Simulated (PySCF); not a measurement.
Vertical excitations of a molecule C₃H₈BF from TDA-PBE/def2-SVPD run with PySCF, as energy in eV (oscillator strength): 6.09 (0.000), 6.74 (0.012), 7.46 (0.066), 7.57 (0.006), 7.61 (0.029), 8.01 (0.000), 8.03 (0.000), 8.14 (0.005), 8.22 (0.025), 8.64 (0.003). Lowest triplet (TDA): 5.58 eV. The structure is a stationary point at B3LYP-D3(BJ)/def2-SVP. One conformer was computed; it need not be the lowest.

Problem. Which structure fits?
(A) CCCBF
(B) CCB(C)F
(C) CC(C)BF

Solution. B, CCB(C)F
